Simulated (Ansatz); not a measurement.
## Relative stability

Two relaxed structures of Al$_{2}$HClO, singlet (PBE0-D4/def2-TZVP; forces vanish, vibrations not checked).

A:

```json
{"atom": "Cl1", "x (Å)": "-1.9179", "y (Å)": "-2.0488", "z (Å)": "1.4639"}
{"atom": "Al2", "x (Å)": "-0.7797", "y (Å)": "-0.5253", "z (Å)": "0.5957"}
{"atom": "O3", "x (Å)": "0.5892", "y (Å)": "-0.6526", "z (Å)": "-0.4525"}
{"atom": "Al4", "x (Å)": "0.5953", "y (Å)": "1.0720", "z (Å)": "-0.4533"}
{"atom": "H5", "x (Å)": "1.5131", "y (Å)": "2.1547", "z (Å)": "-1.1538"}
```

B:

Cl1  (1.476, 0.947, -1.296)
Al2  (-1.080, 0.570, 1.114)
O3  (-1.016, -1.110, 0.829)
Al4  (-0.865, -2.764, 0.463)
H5  (1.338, 2.184, -0.998)
(Å)

Computed with Ansatz 0.2.0 (basis: def2-TZVPP); correlated methods freeze the cores. B3LYP uses VWN-RPA correlation.

Question: Which structure is lower at CCSD(T), and by how much? (To be estimated.)

Answer: Computed: A, by 65.9 kJ/mol (electronic energy, against the other). By their contacts, A is Al₂HClO ([Cl][Al]1[O][AlH]1) and B is a complex of Al₂O + HCl.

All methods give the same order:

```tsv
method	E(B) − E(A) (kJ/mol)
PBE-D4	77.2
r2SCAN-D4	112.5
PBE0-D4	81.1
B3LYP-D4	51.8
wB97M-V	56.2
HF	47.1
MP2	85.4
CCSD	57.9
CCSD(T)	65.9
```

T1 diagnostic: at most 0.016.

Labels in which every atom is bracketed show which atoms are joined, not bond orders.

For scale, one of the runs: CCSD(T)/def2-TZVPP, 171 basis functions, launched by `ansatz run in.yaml --threads 2 --pin off --events-out ev --progress --plain --max-ram 4352MiB`. Time: 23 s of wall clock on 2 CPU threads of an Arm Neoverse V1; the host was shared. Peak host memory: 1.3 GiB.
